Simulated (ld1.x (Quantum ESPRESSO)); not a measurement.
# u(r) = r·R(r): atom against pseudo-atom (F (Z = 9))

Columns: radius, all-electron u(r) and pseudo u(r) of the 2p shell (level -72.84 eV) of fluorine in the configuration [He] 2s2 2p2; LDA (PZ), scalar-relativistic, TM scheme, ld1.x (Quantum ESPRESSO) 7.5.

```csv
r (bohr),all-electron,pseudo
0.075,0.1107,0.0385
0.150,0.3256,0.1487
0.225,0.5477,0.3147
0.300,0.7374,0.5128
0.375,0.8817,0.7153
0.450,0.9800,0.8955
0.525,1.0369,1.0328
0.600,1.0591,1.1161
0.675,1.0537,1.1447
0.750,1.0273,1.1266
0.825,0.9857,1.0745
0.900,0.9336,1.0020
0.975,0.8750,0.9210
1.050,0.8128,0.8395
1.125,0.7493,0.7624
1.200,0.6863,0.6914
1.275,0.6251,0.6265
1.350,0.5665,0.5667
1.425,0.5111,0.5111
1.500,0.4593,0.4593
1.575,0.4113,0.4113
1.650,0.3672,0.3672
1.725,0.3269,0.3269
1.800,0.2901,0.2901
1.875,0.2569,0.2569
1.950,0.2270,0.2270
```

Task: How many radial nodes do the two functions have?

Result: The all-electron 2p function has n − l − 1 = 0; the pseudo-wave has 0.

Task: At about which radius was the pseudo-wave matched?

Result: 1.50 bohr. The columns agree to 0.0005 from 1.35 bohr on; several derivatives are matched, so the curves merge somewhat inside the radius.

Task: Is the pseudo-wave norm-conserving?

Result: Yes: the TM scheme keeps the norm inside the radius equal to the all-electron one, which fixes the energy derivative of the logarithmic derivative at the level.
